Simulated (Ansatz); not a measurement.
CH4BClO, SMILES `OCBCl`, 8 atoms. Total charge 0; spin multiplicity 1. All runs use 2 threads of an Arm Neoverse V1 on a shared host. Correlated methods freeze the cores.

**Question.** Give the basis size and wall time and peak host memory of each of these runs in Ansatz. RKS PBE0-D4/def2-SVP energy; RKS r2SCAN0-D4/def2-TZVPP energy; RKS PBE-D4/def2-TZVPP energy and forces; RKS PBE-QIDH (frozen core)/def2-TZVPP energy; RKS ωB97M-V/def2-SVP energy; RHF-CCSD(T)/def2-TZVPP energy; RHF-CCSD(T)/def2-SVP energy; RKS PBE0-D4/def2-TZVP relaxation (7 steps); RHF-MP2/def2-QZVPP energy; RKS PBE0-D4/def2-QZVPP energy; RKS PBE0-D4/def2-TZVP frequencies; RKS ωB97M-V/def2-QZVPP energy. (Estimate.)

**Answer.** The calculation gave: Other jobs shared the machine, so times are rough.

| level | job | functions | wall time | peak host memory (GiB) |
| --- | --- | --- | --- | --- |
| RKS PBE0-D4/def2-SVP | energy | 80 | 0.9 s | 0.36 |
| RHF-CCSD(T)/def2-SVP | energy | 80 | 2.4 s | 0.36 |
| RKS PBE-D4/def2-TZVPP | energy and forces | 191 | 2.6 s | 0.2 |
| RKS ωB97M-V/def2-SVP | energy | 80 | 4.4 s | 0.36 |
| RKS PBE-QIDH (frozen core)/def2-TZVPP | energy | 191 | 4.9 s | 0.4 |
| RKS r2SCAN0-D4/def2-TZVPP | energy | 191 | 5 s | 0.36 |
| RKS PBE0-D4/def2-QZVPP | energy | 361 | 7 s | 0.89 |
| RKS ωB97M-V/def2-QZVPP | energy | 361 | 16 s | 1.1 |
| RHF-MP2/def2-QZVPP | energy | 361 | 17 s | 1.5 |
| RKS PBE0-D4/def2-TZVP | relaxation (7 steps) | 154 | 25 s | 0.3 |
| RHF-CCSD(T)/def2-TZVPP | energy | 191 | 58 s | 2.1 |
| RKS PBE0-D4/def2-TZVP | frequencies | 154 | 99 s | 0.36 |
